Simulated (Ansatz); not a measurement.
Computed with Ansatz on PBE0-D4/def2-TZVP structures; ΔE is electronic, products minus reactants. CCSD(T)/CBS adds triple-zeta CCSD(T) − MP2 to the extrapolated MP2 energy (def2 sets, frozen cores). This one scheme is used for every species. Functionals use def2-TZVPP. HSE06 is defined as in plane-wave codes. Each species was taken in one conformer, which may not be the lowest.

Consider the substitution at a C–Si bond: `[SiH3]C=S` + `O[SiH2]O` → `O[SiH2]OC=S` + SiH₄.

`[SiH3]C=S`:

Z-matrix (Å, degrees):
```
Si
C 1 1.881
H 1 1.488 2 108.6
H 1 1.480 2 109.6 3 121.3
H 1 1.488 2 108.6 3 -117.3
S 2 1.611 1 123.9 3 -121.3
H 2 1.095 1 117.6 3 58.7
```

`O[SiH2]O`:

Z-matrix (Å, degrees):
```
Si
O 1 1.642
O 1 1.642 2 113.5
H 1 1.481 2 111.5 3 116.9
H 1 1.481 2 103.8 3 -121.2
H 2 0.958 1 117.7 3 -66.0
H 3 0.958 1 117.7 2 -66.0
```

`O[SiH2]OC=S`:

Z-matrix (Å, degrees):
```
Si
O 1 1.674
O 1 1.629 2 111.4
H 1 1.477 2 108.7 3 116.3
H 1 1.476 2 103.5 3 -121.5
C 2 1.329 1 125.8 3 -83.5
H 3 0.958 1 119.4 2 -67.9
S 6 1.607 2 124.5 1 173.3
H 6 1.096 2 113.9 1 -7.2
```

SiH₄:

Z-matrix (Å, degrees):
```
Si
H 1 1.485
H 1 1.485 2 109.5
H 1 1.485 2 109.5 3 -120.0
H 1 1.485 2 109.5 3 120.0
```

```tsv
level	ΔE (kJ/mol)
r2SCAN-D4	9.2
PBE0-D4	13.7
ωB97X-V	14.1
HSE06	14.5
BHLYP	16.1
MP2/def2-TZVPP	24.7
SCS-MP2/def2-TZVPP	24.1
SCS-MP2/def2-QZVPP	27.6
```

What does CCSD(T)/CBS give? (Best estimate.)

Computed: +29.3 kJ/mol. The listed levels differ from it by -20.1, -15.6, -15.2, -14.8, -13.2, -4.6, -5.2, -1.7 kJ/mol.

Largest T1 diagnostic among the species: 0.016.

Leaving LDA and LC-ωPBE aside and taking each functional with its dispersion term where it has one, the values, not all of them listed here, spread over 11.4 kJ/mol, from BLYP-D4 to PBE-QIDH. LDA lies −7.9 kJ/mol from PBE without D4. From BLYP to BHLYP (50 % exact exchange), in def2-TZVPP and without D4, ΔE moves by +6.7 kJ/mol. In def2-TZVPP, CCSD(T) changes the Hartree–Fock value by +7.5 kJ/mol (the triples alone add −1.9 kJ/mol) and MP2 by +8.6 kJ/mol.
